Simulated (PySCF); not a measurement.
HOS, SMILES [O]S, multiplicity 2. The structure is a stationary point at r2SCAN-D4/def2-TZVPD.

Computed equilibrium geometry at r2SCAN-D4/def2-TZVPD (PySCF confirms it by a frequency run) as a Z-matrix, and its point group:
point group Cs.
```
S
O 1 1.5030
H 1 1.3794 2 104.75
```
Charge 0, spin multiplicity 2.
